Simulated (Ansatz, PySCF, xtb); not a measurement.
Torsion H4–C1–N2–Ga3 in CH6GaN (SMILES C[NH][GaH2]); at each angle all else is relaxed with GFN2-xTB, and the levels are single points there.
Geometry at 0° (charge 0, multiplicity 1):
| atom | x (Å) | y (Å) | z (Å) |
|---|---|---|---|
| C | -1.2016 | 0.3276 | 0.1676 |
| N | -0.1839 | -0.7120 | 0.0240 |
| Ga | -0.2196 | -2.0756 | -1.1678 |
| H | -1.9893 | 0.1413 | -0.5684 |
| H | -0.7890 | 1.3254 | -0.0152 |
| H | -1.6532 | 0.3164 | 1.1651 |
| H | 0.5685 | -0.5764 | 0.6917 |
| H | 0.9544 | -3.0870 | -1.1744 |
| H | -1.4328 | -2.1624 | -2.1298 |

On the grid 0° to 120°, 60° is the highest and 0° the lowest point at MP2/CBS(cc-pVTZ, cc-pVQZ) + ΔCCSD(T)/cc-pVTZ.

Rows in 3-21G, STO-3G carry no dispersion term and start afresh at each structure; the Pople sets are all-electron and without relativity.

Run with Ansatz (Gaussian orbitals); PySCF for 3-21G rows, STO-3G rows, the dispersion terms; xtb for the GFN methods. Each number belongs to the level named beside it.

**Question.** One of these levels gives 3.69 kcal/mol for the energy at 60° less that at 0°. Which?
A. GFN-FF
B. PBE-D3(BJ)/def2-TZVPP
C. HF/STO-3G
D. B3LYP/3-21G

**Answer.** D, B3LYP/3-21G. The others give 0.51 (GFN-FF), 4.51 (HF/STO-3G), 2.07 (PBE-D3(BJ)/def2-TZVPP)

Ansatz is an electronic-structure program.
